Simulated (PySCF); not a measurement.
Excitation energy of Fe by level of theory

Fe [Ar] 3d6 4s2 (5D) → Fe [Ar] 3d7 4s1 (5F), as a difference of total energies. Calculation: PySCF 2.14, in aug-cc-pVDZ; no relativity, point nucleus. Correlated levels: valence: [Ar] frozen. The calculations carry no spin-orbit coupling.

**Question.** Order these methods by the excitation energy they give, lowest first.
A. MP2 (valence)
B. CCSD (valence)
C. SCS-MP2 (valence)
D. CCSD(T) (valence)

**Answer.** A (0.651 eV), C (0.798 eV), D (1.040 eV), B (1.107 eV).

These non-relativistic numbers lack the scalar-relativistic shift.

Errors of the correlated levels include the incompleteness of this basis and the frozen core.

For comparison: 0.875 eV (measured; NIST levels, between the centres of gravity of the two terms).
